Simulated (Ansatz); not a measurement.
C$_{2}$H$_{7}$NOSi, SMILES `CN(C)[Si]O`, one more setting.

```yaml
crystal:
  periodic: [false, false, false]
  atoms:
    - {symbol: C, position_ang: [-0.987678, -0.292282, 0.440809]}
    - {symbol: N, position_ang: [0.294058, 0.058420, -0.113598]}
    - {symbol: C, position_ang: [1.350701, -0.823089, 0.333104]}
    - {symbol: Si, position_ang: [0.732387, 1.332821, -1.192962]}
    - {symbol: O, position_ang: [-0.683156, 2.138660, -1.486761]}
    - {symbol: H, position_ang: [-1.778002, 0.371350, 0.084394]}
    - {symbol: H, position_ang: [-0.977772, -0.233496, 1.536484]}
    - {symbol: H, position_ang: [-1.271979, -1.315954, 0.166495]}
    - {symbol: H, position_ang: [1.461288, -0.793845, 1.424260]}
    - {symbol: H, position_ang: [2.301951, -0.519517, -0.112791]}
    - {symbol: H, position_ang: [1.153954, -1.862419, 0.041934]}
    - {symbol: H, position_ang: [-1.518654, 1.884251, -1.087269]}
basis:
  gaussian: {orbitals: ANO-RCC-VTZP}
total_charge: 1
magnetization: {spin_polarized: true, initial_magnetization: 1}
hamiltonian: {xc: {name: rPW86-PBE}}
output: {forces: true}
```

```sh
$ ansatz run in.yaml --threads 4 --pin off --events-out ev --progress --plain --max-ram 10444MiB
```

Shortened log:

```
Functional definition: rPW86-PBE
1621 factors; their error is unknown
mean field evaluation 1: about -13600.1339 eV, gradient 9.6e1 eV
mean field evaluation 2: about -13367.3419 eV, gradient 2.1e2 eV
mean field evaluation 4: about -13619.0199 eV, gradient 5.9e1 eV
mean field evaluation 8: about -13637.3184 eV, gradient 7.5e0 eV
mean field evaluation 16: about -13637.8660 eV, gradient 1.3e0 eV
mean field evaluation 32: about -13637.6621 eV, gradient 3.3e-1 eV
mean field -13637.82158970 eV, -501.1806993738 hartree, gradient 1.3e-5 eV, S^2 0.762235; 3 other end points of the search recorded, 0 dependent functions left out
reference -13637.82172305 eV, -501.1807042745 hartree; 24, 23 occupied and 228, 229 virtual orbitals, 1621 factors
Total energy: -13637.82172305 eV, -501.1807042745 hartree
Relativity: scalar
Atom 0 at    -0.987678    -0.292282     0.440809 Å, force    -1.139387    -0.261495    -0.838884 eV/Å
Atom 1 at     0.294058     0.058420    -0.113598 Å, force     0.355387    -0.620410     1.925343 eV/Å
Atom 2 at     1.350701    -0.823089     0.333104 Å, force     0.862117    -0.219124    -0.216091 eV/Å
Atom 3 at     0.732387     1.332821    -1.192962 Å, force    -0.861708     0.946969    -1.202592 eV/Å
Atom 4 at    -0.683156     2.138660    -1.486761 Å, force     1.140752     0.154371    -0.390443 eV/Å
Atom 5 at    -1.778002     0.371350     0.084394 Å, force    -0.035230     0.007086     0.065386 eV/Å
Atom 6 at    -0.977772    -0.233496     1.536484 Å, force     0.322059     0.055850     0.098828 eV/Å
Atom 7 at    -1.271979    -1.315954     0.166495 Å, force    -0.004281    -0.044750     0.085420 eV/Å
Atom 8 at     1.461288    -0.793845     1.424260 Å, force    -0.213224     0.013968     0.113449 eV/Å
Atom 9 at     2.301951    -0.519517    -0.112791 Å, force     0.089809    -0.070545    -0.003928 eV/Å
Atom 10 at     1.153954    -1.862419     0.041934 Å, force    -0.003305    -0.053496     0.014782 eV/Å
Atom 11 at    -1.518654     1.884251    -1.087269 Å, force    -0.512989     0.091577     0.348729 eV/Å
Dipole moment:     0.021128    -0.373844     0.370013 e Å
```

Hardware: 4 threads of an Intel Xeon 6975P-C on a shared host. Wall time 21 s, peak host memory 1.1 GiB.
